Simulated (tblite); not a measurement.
C2H8ClFSi2.
Z-matrix (Å and degrees, GFN2-xTB geometry), rows numbered from 1:
```
F 
C   1  1.4044
Si  2  1.9208  1  107.39
Si  2  1.9186  1  106.99  3  -128.72
C   4  1.9078  2  107.12  1    62.72
Cl  5  1.7854  4  108.70  2   179.42
H   2  1.0948  1  104.53  3   116.04
H   3  1.4621  2  108.60  1   -61.31
H   3  1.4618  2  108.34  1    58.25
H   3  1.4626  2  106.73  1   178.28
H   4  1.4631  2  110.11  1   -54.92
H   4  1.4633  2  108.64  1  -178.32
H   5  1.0882  4  112.75  2   -62.51
H   5  1.0880  4  113.30  2    61.28
```

All values are computed: GFN2-xTB (tblite) harmonic vibrations without scaling, gas phase. This tight-binding method is rough: wavenumbers can miss measured ones by several per cent, in bad cases by 10 to 20. Modes of hydrogen on silicon can be 10 to 20 % off. One conformer, not necessarily the lowest.

Harmonic wavenumbers (cm⁻¹): 37.1, 50.9, 81.0, 108.5, 147.0, 175.3, 245.0, 320.9, 453.8, 491.7, 535.5, 568.9, 598.4, 674.8, 716.3, 735.2, 748.5, 753.1, 766.5, 779.8, 790.0, 830.3, 975.3, 1080.9, 1086.3, 1186.3, 1258.1, 1424.2, 2269.2, 2277.1, 2280.3, 2282.2, 2288.0, 2912.6, 2990.7, 2992.0.

A = 3338, B = 762.3, C = 709.5 MHz; mass 141.984 u (most abundant isotopes); point group C1, symmetry number 1.

Question: What is the zero-point energy?

Answer: ½Σν̃ = 18956 cm⁻¹ = 54.20 kcal/mol.

Question: What is S at 500 K and 1 bar for an ideal gas of classical rigid rotors and harmonic oscillators?

Answer: Translation 43.36, rotation 31.11, vibration 49.43: S = 123.9 cal/(mol K).

Question: And Cp and H(500 K) − H(0)?

Answer: Cp = 49.74 cal/(mol K), of which vibrations give 41.79 (their classical limit is 36 R = 71.5); H(500 K) − H(0) = 15.84 kcal/mol without the zero-point energy, 11.86 from vibrations.

Question: How do the functions run with temperature in this model?

Answer: 
| T (K) | S (cal/(mol K)) | Cp (cal/(mol K)) | H − H(0) (kcal/mol) | G − H(0) (kcal/mol) | ln q(vib) |
| --- | --- | --- | --- | --- | --- |
| 100 | 72.5 | 19.4 | 1.40 | -5.85 | 2.40 |
| 200 | 88.5 | 28.1 | 3.76 | -13.95 | 5.28 |
| 300 | 101.7 | 37.1 | 7.03 | -23.47 | 7.94 |
| 800 | 149.8 | 60.3 | 32.51 | -87.34 | 19.59 |
| 1000 | 163.8 | 64.8 | 45.05 | -118.74 | 23.51 |

q(vib) and H(0) count from the zero-point level.

Question: Blend soft modes into free rotors: weight 1/[1 + (100 cm⁻¹/ν̃)⁴] for the oscillator and the rest for a rotor with moment μB/(μ + B), μ = h/(8π²ν), B = 10⁻⁴⁴ kg m². What vibrational entropy results?

Answer: 44.20 cal/(mol K) in place of 49.43, which changes −T·S at 500 K by +2.61 kcal/mol.

Question: Which modes carry the vibrational entropy at 500 K?

Answer: 37.1 cm⁻¹: 6.43; 50.9 cm⁻¹: 5.81; 81.0 cm⁻¹: 4.89; 108.5 cm⁻¹: 4.31; 147.0 cm⁻¹: 3.71; 175.3 cm⁻¹: 3.37 cal/(mol K); the other 30 give 20.91 together.

Hindered rotation and anharmonicity are outside this model. Other conformers, if any are populated, would add a mixing term that is left out. The structure is chiral; the term R ln 2 for an equal mix with its mirror image is left out.
